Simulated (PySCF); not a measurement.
**Computed properties of Ge(H)3(iBu) (C₄H₁₂Ge), SMILES C(C)(C)[CH2][GeH3]**

C₄H₁₂Ge, SMILES C(C)(C)[CH2][GeH3]. Geometry optimised at B3LYP-D3(BJ)/def2-SVP. The isomer is the one that the SMILES or the coordinates give; other isomers of the formula were not compared. One conformer was computed; it need not be the lowest. All values are computed for the isolated molecule unless a solvent is named; none is compared with measurement here.

**Structure.** The optimised structure has Cs symmetry. All 45 harmonic modes at B3LYP-D3(BJ)/def2-SVP (PySCF) are real, so it is a minimum. With heavy atoms numbered as in [GeH3:1][CH2:2][CH:3]([CH3:4])[CH3:5], the shortest bond between them is C3–C4 at 1.532 Å and the longest Ge1–C2 at 1.981 Å.

**Vibrations.** The strongest infrared lines (harmonic, unscaled, degenerate partners summed) lie at 842 cm⁻¹ (173 km/mol, H 95 %), 2123 cm⁻¹ (134 km/mol, H 98 %), 2118 cm⁻¹ (134 km/mol, H 99 %). The softest mode is at 27 cm⁻¹ and the zero-point energy is 90.6 kcal/mol.

**Electronic structure.** r2SCAN/def2-TZVP (PySCF) places the frontier levels at -7.15 and 0.52 eV, a gap of 7.67 eV, and gives a dipole moment of 1.02 D and a mean polarisability of 82.2 bohr³.

**Excitations.** TDA-PBE0/def2-SVPD (PySCF) has S1 at 7.44 eV (167 nm, f = 0.007, weak); the most intense of the 6 singlets computed lies at 7.95 eV (f = 0.09). T1 (TDA) is at 7.19 eV, 0.25 eV under S1. No vertical singlet excitation falls in the visible range (under 3.1 eV).

**NMR.** GIAO shifts at PBE0/pcSseg-1 (PySCF) (non-relativistic, atoms alike by connectivity averaged): ¹³C from 24.1 to 30.5 ppm against TMS; ¹H from 1.3 to 4.1 ppm against TMS.
